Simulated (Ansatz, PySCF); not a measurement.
Process, species as SMILES: [GeH4] (GeH4) -> [GeH3] (GeH3) + H atom (the Ge-H bond at the site shown breaks; other sites are not compared here)
Structures are relaxed separately at B3LYP-D3(BJ)/def2-TZVP in Ansatz (an electronic-structure program).
Geometry of the first species:
```xyz
5

Ge     0.0000     0.0000     0.0000
H     -0.6208    -0.8994    -1.0791
H      0.5682    -0.8726     1.1290
H     -1.0772     0.9355     0.5687
H      1.1298     0.8365    -0.6186
```

Property: bond dissociation energy (0 K, with B3LYP-D3(BJ) harmonic zero-point energies from PySCF), in kcal/mol. Valence correlation only, unless marked. UHF or UKS for open shells. No spin-orbit coupling. The frozen core is the preceding noble-gas configuration, with the filled d and f shells of earlier blocks. Non-relativistic. CBS marks a two-point X^-3 extrapolation of the correlation energy; Hartree-Fock from the larger set. The bracket is a focal-point correction in the basis named.

```
level                                                               program  bond dissociation energy (kcal/mol)  minus last row
-----------------------------------------------------------  --------------  -----------------------------------  --------------
HF/aug-cc-pVDZ                                                       Ansatz                                 62.5           -20.8
BHLYP-D4/def2-TZVPD                                          Ansatz + dftd4                                 82.8            -0.5
B2PLYP-D4/def2-TZVPD                                         Ansatz + dftd4                                 81.9            -1.4
MP2/CBS(def2-TZVPPD,def2-QZVPPD)                                     Ansatz                                 81.1            -2.2
SCS-MP2/STO-3G                                                       Ansatz                                106.9            23.6
RI-MP2/CBS(def2-TZVPPD,def2-QZVPPD)+[CCSD(T)-MP2]/def2-SVPD          Ansatz                                 83.9             0.6
CCSD(T)/CBS(def2-TZVPPD,def2-QZVPPD)                                 Ansatz                                 83.3             0.0
```
